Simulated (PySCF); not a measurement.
Two species compared at the same levels of theory.

First species: C₂H₁₃O₂PSi₃.
Bonds: C1–O2, O2–C3, C3–O4, O4–Si5, Si5–P6, P6–Si7, P6–Si8. Hydrogens: H9, H10, H11 on C1; H12, H13 on C3; H14, H15 on Si5; H16, H17, H18 on Si7; H19, H20, H21 on Si8.

Second species: C₈H₁₃P.
SMILES with atom numbers: `[CH2:1]=[CH:2][CH:3]1[CH2:4][P:5]([CH:6]2[CH2:7][CH2:8]2)[CH2:9]1` (hydrogens: H10, H11 on C1; H12 on C2; H13 on C3; H14, H15 on C4; H16 on C6; H17, H18 on C7; H19, H20 on C8; H21, H22 on C9)

Cartesian coordinates in Å at the GFN2-xTB level; atoms count from 1:
```
atom  x, y, z in Å
C1    -3.7443   -0.2495   -0.6782
C2    -2.7705    0.0640    0.1567
C3    -1.3176   -0.0336   -0.1603
C4    -0.4961   -0.8638    0.8491
P5     0.8732    0.4195    0.9249
C6     1.8291   -0.1379   -0.5463
C7     3.1985   -0.7120   -0.3125
C8     3.0575    0.6424   -0.9216
C9    -0.5328    1.2824    0.0263
H10   -4.7827   -0.1625   -0.4064
H11   -3.5427   -0.6094   -1.6742
H12   -2.9985    0.4244    1.1524
H13   -1.1947   -0.4183   -1.1752
H14   -0.2010   -1.8587    0.5189
H15   -1.0006   -0.9501    1.8125
H16    1.2470   -0.5622   -1.3580
H17    3.5552   -0.7729    0.7056
H18    3.5223   -1.5317   -0.9368
H19    3.3204    1.4989   -0.3177
H20    3.2829    0.7649   -1.9709
H21   -0.2669    1.8116   -0.8874
H22   -1.0480    1.9738    0.6948
```

Levels: PBE0/pcSseg-1 for dipole moment, HOMO energy, LUMO energy and HOMO–LUMO gap; GFN2-xTB for rotational constant A and rotational constant C. Geometries: GFN2-xTB. All species are isolated and taken at one optimised geometry, non-relativistic unless stated; the electronic structure was computed with PySCF and density fitting.

Dipoles, sizes and rotational constants follow the conformer. The torsions of the flexible species, by atom-mapped SMILES:
- `[CH3:1][O:2][CH2:3][O:4][SiH2:5][P:6]([SiH3:7])[SiH3:8]`: C1–O2–C3–O4 -70°, O2–C3–O4–Si5 -48°, C3–O4–Si5–P6 175°, O4–Si5–P6–Si7 66°
- `[CH2:1]=[CH:2][CH:3]1[CH2:4][P:5]([CH:6]2[CH2:7][CH2:8]2)[CH2:9]1`: C1–C2–C3–C4 -126°, C4–P5–C6–C7 -113°

**Question.** Which of the two has the higher dipole moment, and by how much?

**Answer.** The second: 1.22 D against 0.98 D, a difference of 0.24 D.

**Question.** Which has the higher rotational constant C?

**Answer.** The second: 0.669 GHz against 0.420 GHz, a difference of 0.249 GHz.

**Question.** Which has the higher HOMO–LUMO gap?

**Answer.** The first: 6.86 eV against 6.53 eV, a difference of 0.33 eV.

**Question.** Which has the higher LUMO energy?

**Answer.** The second: 0.03 eV against -0.25 eV, a difference of 0.28 eV.

**Question.** Which has the higher rotational constant A?

**Answer.** The second: 3.694 GHz against 1.715 GHz, a difference of 1.979 GHz.

**Question.** Which of the two has the higher HOMO energy, and by how much?

**Answer.** The second: -6.50 eV against -7.11 eV, a difference of 0.61 eV.

On the first: A dipole of 0.98 D is allowed in C1, and pure rotational transitions are dipole-allowed. The dipole equals about 3.3 × 10⁻³⁰ C·m (1 D = 3.33564 × 10⁻³⁰ C·m).

On the second: The dipole matches unit charges of opposite sign 0.25 Å apart (1 e·Å = 4.8032 D).
